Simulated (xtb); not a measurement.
F₆OSi₂, charge -1, doublet, at a GFN2-xTB geometry (a state made from the parent by changing its charge; the spin is typed, not shown lowest). Base run: GFN2-xTB (xtb).

Geometry (Å):
```xyz
9

F      1.9634    -0.1876    -1.2723
Si     1.5037     0.2367     0.1954
F      2.5760    -0.5148     1.1174
F      1.9920     1.7585     0.2728
O      0.0595    -0.0099     0.6885
Si    -1.6746    -0.2340     0.2499
F     -1.6266     0.9900    -0.8152
F     -3.3490    -0.4430    -0.0439
F     -1.3429    -1.5986    -0.5635
```
Charge -1, spin multiplicity 2.
All else is at xtb's defaults.
Base energy -36.56482 Eh.

The base run was repeated with changes; each row names its change, and settings that it needs were set with it.

```tsv
change	ΔE vs base (kcal/mol)	G_solv (kcal/mol)	SCF cycles
base	0.000	-	13
alpb = acetone	-44.60	-44.75	13
etemp = 10000	-11.66	-	13
acc = 0.0001	0.000	-	20
alpb = cs2	-31.52	-31.60	12
```

ALPB and GBSA are two models with their own fitted parameters for each solvent, which aren't always the measured dielectric constant.
